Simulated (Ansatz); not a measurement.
`CC=[Se]` and `[GeH3][CH]=[Se]` differ in one atom or group.

Ansatz, PBE0-D4/def2-TZVP geometries, multiplicity 1. 

Scalar relativity is left out up to krypton. Spin–orbit coupling is left out; it splits and shifts lone-pair levels of the heavy atoms by tenths of an eV.

| property | `CC=[Se]` |
| --- | --- |
| size of the dipole moment (ωB97M-V/def2-TZVPP) / D | 2.40 |
| HOMO energy (PBE0/def2-TZVPP) / eV | -6.20 |
| HOMO–LUMO gap (PBE0/def2-TZVPP) / eV | 3.84 |
| HOMO–LUMO gap (PBE/def2-TZVPP) / eV | 1.81 |
| LUMO energy (B3LYP/def2-TZVPP) / eV | -2.56 |
| LUMO energy (ωB97M-V/def2-TZVPP) / eV | -0.26 |

Q: Give the same properties after the change, and the shifts. (An estimate is asked.)

A: Computed: 
```
                                          property  `[GeH3][CH]=[Se]`  shift
size of the dipole moment (ωB97M-V/def2-TZVPP) / D               1.43  -0.97
                HOMO energy (PBE0/def2-TZVPP) / eV              -6.25  -0.05
              HOMO–LUMO gap (PBE0/def2-TZVPP) / eV               3.34  -0.50
               HOMO–LUMO gap (PBE/def2-TZVPP) / eV               1.35  -0.46
               LUMO energy (B3LYP/def2-TZVPP) / eV              -3.09  -0.53
             LUMO energy (ωB97M-V/def2-TZVPP) / eV              -0.81  -0.55
```

With PBE0 the HOMO falls by 0.05 eV and the LUMO falls by 0.55 eV, so the gap narrows by about 0.50 eV. PBE moves the HOMO by -0.08 eV and ωB97M-V by -0.01 eV. Dipoles are sizes alone; their direction can turn.

B3LYP here is the variant with VWN-RPA as its local correlation; programs differ in this.
